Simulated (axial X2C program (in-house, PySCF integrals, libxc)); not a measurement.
## Potential curves of CsP⁺, 2c

Computed with an in-house all-electron X2C program for linear molecules (integrals from PySCF). Two-component (2c) means X2C with spin–orbit coupling and atomic mean-field two-electron Coulomb and Gaunt terms. Basis: Cs dyall-cv3z [15s15p9d4f1g], P dyall-v3z [8s7p2d1f] (cores contracted in-house); Gaussian nuclei, density fitting, unrestricted open shells. Masses: Cs 132.905 u, P 30.974 u.

State: Ω = 3/2 (⟨Sz⟩ = 1.50, ⟨Lz⟩ = 0.00 at HF). Energies in eV from the fragments at the same level (Cs+ + P). Fits are polynomials in 1 − R0/R over 0.85 to 1.23 times the lowest point R0.

```json
{"R (Å)": "3.3686", "CCSD": "", "MP2": "-0.0212", "HF": "0.1082", "BP86": "-0.0223"}
{"R (Å)": "3.5235", "CCSD": "-0.0670", "MP2": "-0.0724", "HF": "0.0286", "BP86": "-0.0647"}
{"R (Å)": "3.6397", "CCSD": "-0.0906", "MP2": "-0.0928", "HF": "-0.0089", "BP86": "-0.0814"}
{"R (Å)": "3.7558", "CCSD": "-0.1033", "MP2": "-0.1029", "HF": "-0.0332", "BP86": "-0.0895"}
{"R (Å)": "3.8720", "CCSD": "-0.1085", "MP2": "-0.1059", "HF": "-0.0480", "BP86": "-0.0918"}
{"R (Å)": "4.0075", "CCSD": "-0.1084", "MP2": "-0.1038", "HF": "-0.0571", "BP86": "-0.0896"}
{"R (Å)": "4.1430", "CCSD": "-0.1042", "MP2": "-0.0981", "HF": "-0.0604", "BP86": "-0.0845"}
{"R (Å)": "4.3173", "CCSD": "-0.0958", "MP2": "-0.0881", "HF": "-0.0594", "BP86": "-0.0755"}
{"R (Å)": "4.5302", "CCSD": "", "MP2": "-0.0748", "HF": "-0.0542", "BP86": "-0.0640"}
{"R (Å)": "4.8400", "CCSD": "", "MP2": "-0.0573", "HF": "-0.0444", "BP86": "-0.0491"}
```

Correlated methods: 13 electrons correlated (number of frozen shells: Cs 4 s, 3 p, 2 d; P 2 s, 1 p), 267 virtual spin orbitals or spinors in MP2.

The state is a single determinant with fixed occupations, the lowest that a limited PBE0 search found. Dissociation energies refer to the lowest single-determinant-based atoms at the same level and basis. Density functionals use the spin component along the axis (collinear). CCSD ran in a truncated set of natural virtual spinors with an MP2 remainder; without triples it tends to underbind. With several unpaired electrons one determinant need not be a pure state. This is the top spin component of a Σ state; components of lower Ω are not single determinants and can lie lower. Coupled cluster ran on the points near the minimum only. MP2 and coupled cluster on one determinant become unreliable at the stretched end.

(1) What are Re, ωe and De at the CCSD level?

(2) Fit the MP2 curve near its minimum: give the equilibrium distance, the harmonic wavenumber and the well depth.

(3) Fit the HF curve near its minimum: give the equilibrium distance, the harmonic wavenumber and the well depth.

(4) Fit the BP86 curve near its minimum: give the equilibrium distance, the harmonic wavenumber and the well depth.

## Answers

(1) At CCSD, 2c: Re = 3.934 Å, ωe ≈ 56 cm⁻¹, De = 0.11 eV to Cs+ + P; Be follows as 0.0434 cm⁻¹.

(2) At MP2, 2c: Re = 3.883 Å, ωe ≈ 59.1 cm⁻¹, De = 0.11 eV to Cs+ + P; Be follows as 0.0445 cm⁻¹.

(3) At HF, 2c: Re = 4.189 Å, ωe ≈ 42.3 cm⁻¹, De = 0.06 eV to Cs+ + P; Be follows as 0.0383 cm⁻¹.

(4) At BP86, 2c: Re = 3.874 Å, ωe ≈ 55.1 cm⁻¹, De = 0.09 eV to Cs+ + P; Be follows as 0.0447 cm⁻¹.
